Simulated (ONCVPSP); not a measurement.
# An all-electron radial function and its pseudo partner (N (Z = 7))

Columns: radius, all-electron u(r) and pseudo u(r) of the 2p shell (level -7.24 eV) of nitrogen in the configuration [He] 2s2 2p3; LDA (Perdew-Zunger), scalar-relativistic, ONCV scheme, ONCVPSP 4.0.1.

| r (bohr) | all-electron | pseudo |
| --- | --- | --- |
| 0.108 | 0.0833 | 0.0222 |
| 0.215 | 0.2377 | 0.0853 |
| 0.322 | 0.3940 | 0.1829 |
| 0.430 | 0.5277 | 0.3054 |
| 0.538 | 0.6303 | 0.4386 |
| 0.645 | 0.7021 | 0.5670 |
| 0.752 | 0.7477 | 0.6797 |
| 0.860 | 0.7720 | 0.7687 |
| 0.968 | 0.7789 | 0.8279 |
| 1.075 | 0.7727 | 0.8565 |
| 1.182 | 0.7571 | 0.8572 |
| 1.290 | 0.7344 | 0.8338 |
| 1.398 | 0.7070 | 0.7923 |
| 1.505 | 0.6768 | 0.7404 |
| 1.612 | 0.6449 | 0.6852 |
| 1.720 | 0.6118 | 0.6324 |
| 1.828 | 0.5786 | 0.5863 |
| 1.935 | 0.5460 | 0.5478 |
| 2.042 | 0.5141 | 0.5142 |
| 2.150 | 0.4828 | 0.4828 |
| 2.258 | 0.4528 | 0.4528 |
| 2.365 | 0.4242 | 0.4242 |
| 2.472 | 0.3970 | 0.3970 |
| 2.580 | 0.3709 | 0.3709 |
| 2.688 | 0.3461 | 0.3461 |
| 2.795 | 0.3229 | 0.3230 |

(1) How many radial nodes do the two functions have?

(2) At about which radius was the pseudo-wave matched?

(3) Is the pseudo-wave norm-conserving?

Results:

(1) The all-electron 2p function has n − l − 1 = 0; the pseudo-wave has 0.

(2) 2.15 bohr. The columns agree to 0.0005 from 2.04 bohr on; several derivatives are matched, so the curves merge somewhat inside the radius.

(3) Yes: the ONCV scheme keeps the norm inside the radius equal to the all-electron one, which fixes the energy derivative of the logarithmic derivative at the level.
